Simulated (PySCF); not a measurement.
## How methods differ on the ionisation energy of Sc

Sc [Ar] 3d1 4s2 (2D) → Sc⁺ [Ar] 3d1 4s1 (3D), as a difference of total energies. All numbers are calculated (PySCF 2.14, the spin-free X2C one-electron Hamiltonian (Gaussian nucleus), in x2c-TZVPPall (6s5p4d2f1g, 64 functions)). Correlated levels: valence and next inner shell: [Ne] frozen. The calculations carry no spin-orbit coupling.

```
                                method  ionisation energy (eV)
                                   UHF                   5.394
    MP2 (valence and next inner shell)                   6.355
SCS-MP2 (valence and next inner shell)                   6.430
   CCSD (valence and next inner shell)                   6.452
CCSD(T) (valence and next inner shell)                   6.548
```

Errors of the correlated levels include the incompleteness of this basis and the frozen core.

**Question.** Which method comes closest to the reference value, and which is furthest?

**Answer.** The reference is 6.562 eV (measured; NIST levels, between the centres of gravity of the two terms). Closest: CCSD(T) (valence and next inner shell) (error -0.014 eV); furthest: UHF (error -1.168 eV).
